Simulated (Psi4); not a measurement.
Torsional profile of SMILES C1CC1C1CC1. Scanned: dihedral C1–C3–C4–C5; all other coordinates were relaxed at GFN2-xTB. Heavy atoms are numbered in the order of the SMILES C1CC1C1CC1, hydrogens after them in the order of the atoms that carry them; the mirror image has the same energies with the sign of each dihedral reversed.

Computed with: PBE/def2-TZVP // GFN2-xTB (Psi4); PBE-D3(BJ)/def2-TZVP // GFN2-xTB (Psi4); wB97X-D/def2-TZVP // GFN2-xTB (Psi4).

Energies relative to the lowest point of each profile, in kcal/mol; the last columns give the difference from wB97X-D:

| φ / ° | PBE/def2-TZVP | PBE-D3(BJ)/def2-TZVP | wB97X-D/def2-TZVP | PBE/def2-TZVP − wB97X-D/def2-TZVP | PBE-D3(BJ)/def2-TZVP − wB97X-D/def2-TZVP |
|---|---|---|---|---|---|
| -165 | 0.9 | 0.9 | 1.1 | -0.1 | -0.1 |
| -150 | 0.4 | 0.3 | 0.5 | -0.1 | -0.1 |
| -135 | 0.1 | 0.0 | 0.0 | 0.1 | 0.0 |
| -120 | 0.4 | 0.2 | 0.1 | 0.3 | 0.1 |
| -105 | 1.4 | 1.2 | 1.1 | 0.3 | 0.0 |
| -90 | 3.1 | 2.9 | 2.9 | 0.2 | 0.0 |
| -75 | 4.0 | 3.8 | 4.0 | 0.0 | -0.2 |
| -60 | 3.4 | 3.2 | 3.3 | 0.1 | -0.1 |
| -45 | 2.0 | 1.7 | 1.7 | 0.2 | 0.0 |
| -30 | 0.7 | 0.5 | 0.4 | 0.3 | 0.1 |
| -15 | 0.2 | 0.0 | 0.0 | 0.2 | 0.0 |
| 0 | 0.2 | 0.1 | 0.2 | 0.0 | -0.1 |
| 15 | 0.6 | 0.6 | 0.8 | -0.1 | -0.1 |
| 30 | 1.3 | 1.3 | 1.3 | -0.1 | -0.1 |
| 45 | 1.8 | 1.8 | 1.9 | -0.1 | -0.1 |
| 60 | 1.8 | 1.9 | 2.0 | -0.2 | -0.1 |
| 75 | 1.2 | 1.4 | 1.5 | -0.3 | -0.1 |
| 90 | 0.5 | 0.6 | 0.8 | -0.3 | -0.1 |
| 105 | 0.0 | 0.2 | 0.3 | -0.3 | -0.1 |
| 120 | 0.1 | 0.3 | 0.5 | -0.3 | -0.1 |
| 135 | 0.8 | 0.9 | 1.1 | -0.3 | -0.1 |
| 150 | 1.5 | 1.7 | 1.8 | -0.3 | -0.1 |
| 165 | 1.9 | 2.0 | 2.1 | -0.2 | -0.1 |
| 180 | 1.6 | 1.7 | 1.7 | -0.1 | -0.1 |

PBE/def2-TZVP is furthest from wB97X-D/def2-TZVP at 105 (-0.3 kcal/mol, below); its mean absolute difference over the points is 0.2 kcal/mol.

PBE-D3(BJ)/def2-TZVP is furthest from wB97X-D/def2-TZVP at -75 (-0.2 kcal/mol, below); its mean absolute difference over the points is 0.1 kcal/mol.
